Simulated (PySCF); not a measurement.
## Cs: ionisation energy

Cs [Xe] 6s1 (2S) → Cs⁺ [Xe] (1S), as a difference of total energies. Calculation: PySCF 2.14, in x2c-TZVPPall (11s7p6d2f1g, 85 functions); the spin-free X2C one-electron Hamiltonian (Gaussian nucleus). Correlated levels: valence and next inner shell: [Kr] 4d10 frozen. The calculations carry no spin-orbit coupling.

```
                                method  ionisation energy (eV)  error (eV)
                                   UHF                   3.475      -0.419
    MP2 (valence and next inner shell)                   3.814      -0.080
SCS-MP2 (valence and next inner shell)                   3.747      -0.147
   CCSD (valence and next inner shell)                   3.809      -0.085
CCSD(T) (valence and next inner shell)                   3.838      -0.056
```

Reference: 3.894 eV (measured; NIST Atomic Spectra Database, ionization energies).

Errors of the correlated levels include the incompleteness of this basis and the frozen core.
